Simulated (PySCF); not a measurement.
Structure and isotropic susceptibility

Method used: PySCF, GIAO PBE/def2-SVP magnetisability, rotational g tensor and spin-rotation constants, non-relativistic, gas phase. Geometry: GFN2-xTB.

Each molecule in one low-energy conformer.

The calculation is non-relativistic, which matters for the atoms heavier than Zn.

Task: How does the isotropic susceptibility change along this series?
- [CH3][Ge]([CH3])([N]=C=S)[N]=C=S (two ligands: Me to NCS)
- C=[CH][Ge]([CH3])([CH3])[CH]=C (two ligands: Me to vinyl)
- CC[NH][Ge]([CH3])([CH3])[NH]CC (two ligands: Cl to NHEt)

Result: 
| molecule | χ, cgs (10⁻⁶ cm³/mol) | magnetisability anisotropy (10⁻³⁰ J/T²) |
| --- | --- | --- |
| [CH3][Ge]([CH3])([N]=C=S)[N]=C=S | -122.4 | 166 |
| C=[CH][Ge]([CH3])([CH3])[CH]=C | -87.2 | 261 |
| CC[NH][Ge]([CH3])([CH3])[NH]CC | -121.4 | 166 |

The isotropic susceptibility is lowest for [CH3][Ge]([CH3])([N]=C=S)[N]=C=S and highest for C=[CH][Ge]([CH3])([CH3])[CH]=C.
